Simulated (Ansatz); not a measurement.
The same path of CH6Si + FH + H2O (13 atoms, charge 0, multiplicity 1) was run twice with different band settings. Lost on the way: Si1–C2, H6–F7, H8–O9. Made: Si1–F7, C2–H8, H6–O9.

Theory: Ansatz, UKS BHLYP-D4/6-31G*.

Relaxed end points:

```xyz
13
Properties=species:S:1:pos:R:3
Si 0.223 1.471 -0.450
C 1.432 0.054 -0.254
H 0.601 2.337 -1.590
H -1.135 0.952 -0.758
H 0.133 2.300 0.763
H -1.064 -1.025 1.487
F -0.572 -0.521 2.117
H -1.063 -2.232 -0.345
O -1.717 -1.700 0.111
H 1.451 -0.583 -1.137
H 1.149 -0.534 0.612
H 2.441 0.427 -0.097
H -1.879 -0.946 -0.460
```

```xyz
13
Properties=species:S:1:pos:R:3
Si -0.732 1.842 0.074
C 1.776 -1.221 -0.244
H -0.107 1.324 -1.146
H -2.193 1.956 -0.047
H -0.173 3.171 0.391
H -1.129 -0.898 0.644
F -0.373 0.895 1.331
H 0.842 -1.580 -0.664
O -1.640 -1.014 -0.158
H 2.300 -0.627 -0.988
H 2.397 -2.062 0.047
H 1.567 -0.605 0.625
H -2.536 -1.180 0.135
```

Common settings: movable images 7; climbing image yes; optimiser quadratic models (default); start path through a guess of the saddle point; force threshold 0.05 eV/Å; end points relaxed.

| run | spring | iteration limit |
| --- | --- | --- |
| 1 | 5.0 eV/Å² | 31 |
| 2 | 20.0 eV/Å² | 23 |

(1) What does each run give, and how far can it be trusted?

Answers

(1) Run 1: converged after 24 iterations, highest image 2.056 eV above the first end. Neighbouring images differ by up to 1.8 eV, so the band resolves the path poorly. A vibrational analysis at the climbing image gives one clearly imaginary mode, 1251i cm⁻¹: a first-order saddle point.
Run 2: converged after 19 iterations, highest image 2.056 eV above the first end. Neighbouring images differ by up to 1.9 eV, so the band resolves the path poorly. Another band between the same ends (7 images) ends at a top of the same energy, where a vibrational analysis finds 1 clearly imaginary mode.
The orbitals stay closed-shell, which can raise the energy where a bond breaks towards radicals; this wasn't checked here.
